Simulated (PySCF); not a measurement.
# One molecule, several mistakes: AlB2CH6 cation

These are calculations, not measurements. They come from PySCF 2.14.0, an open-source quantum chemistry program, on an isolated molecule that a program drew, which may never have been made. The molecule is AlB2CH6 cation (charge +1, singlet), drawn as the SMILES string `BB[CH2][AlH+]`.

Each row is a Hartree-Fock (HF) and frozen-core CCSD(T) single point in the cc-pV(D+d)Z basis, meant for a local HF minimum. Run 1 is clean. Each other run has one planted mistake out of seven kinds, and not every kind appears here: one electron removed, one electron added, multiplicity raised by two, geometry at a saddle point, minimal basis STO-3G, one bond length entered in bohr, all coordinates scaled. The reference is restricted for singlets and unrestricted otherwise, and also for a bond in bohr. Adding or removing an electron swaps singlet and doublet. Electrons count all cores. HOMO and LUMO are orbital energies over both spins, the gradient is its largest component, and the lowest frequency (negative if imaginary) is given only where the gradient is small. Bond lengths are over the 9 bonds as drawn. T1 is the CCSD diagnostic: over 0.02 (restricted) or 0.045 (unrestricted) a single reference is doubtful.

Geometry of the clean run:
```xyz
10
AlB2CH6 cation, angstrom
B    -1.5006   -1.3097   -1.7991
B    -1.1705   -1.1555   -0.1494
C    -0.3306   -2.2155    0.7074
Al    1.3800   -1.5692    1.2542
H    -0.7284   -0.9026   -2.6246
H    -2.5129   -1.8214   -2.1832
H    -1.5390   -0.1786    0.4506
H    -0.1738   -3.1886    0.2290
H    -0.8273   -2.3778    1.6785
H     2.7616   -1.0658    1.7314
```

| run | electrons | basis functions | <S^2> | HOMO (eV) | LUMO (eV) | gradient (hartree/bohr) | lowest frequency (cm^-1) | mean bond (Å) | longest bond (Å) | T1 | HF (hartree) | CCSD(T) (hartree) | mistake |
|---|---|---|---|---|---|---|---|---|---|---|---|---|---|
| 1 | 34 | 95 | 0.000 | -15.33 | -4.38 | 4.2e-05 | 59 | 1.3941 | 1.909 | 0.0126 | -332.34735 | -332.75851 | no fault |
| 2 | 34 | 95 | 0.809 | -12.49 | -4.46 | 1.0e-02 | - | 1.5611 | 3.193 | 0.0487 | -332.22053 | -332.61681 | one bond length entered in bohr |
| 3 | 34 | 95 | 0.000 | -15.65 | -4.30 | 5.7e-02 | - | 1.3006 | 1.781 | 0.0121 | -332.30764 | -332.71314 | all coordinates scaled |
| 4 | 35 | 95 | 0.776 | -5.39 | 0.99 | 3.2e-02 | - | 1.3941 | 1.909 | 0.0213 | -332.52629 | -332.95455 | one electron added |
| 5 | 34 | 30 | 0.000 | -14.04 | 0.60 | 3.1e-02 | - | 1.3941 | 1.909 | 0.0091 | -328.46653 | -328.66244 | minimal basis STO-3G |
| 6 | 33 | 95 | 0.759 | -22.41 | -12.42 | 1.1e-01 | - | 1.3941 | 1.909 | 0.0189 | -331.83783 | -332.22452 | ? |

**Which mistake was planted in run 6, and what did it cost?**

It counts 33 electrons, one fewer than the clean run, at the same geometry and basis. So the mistake is: one electron removed. Subtracting run 1 and multiplying by 627.51 kcal/mol a hartree, the energy moved by 319.7 kcal/mol in HF and 335.1 kcal/mol in CCSD(T).

Cautions from the logs. Run 2: T1 is over the limit, so its CCSD(T) energy is less reliable.
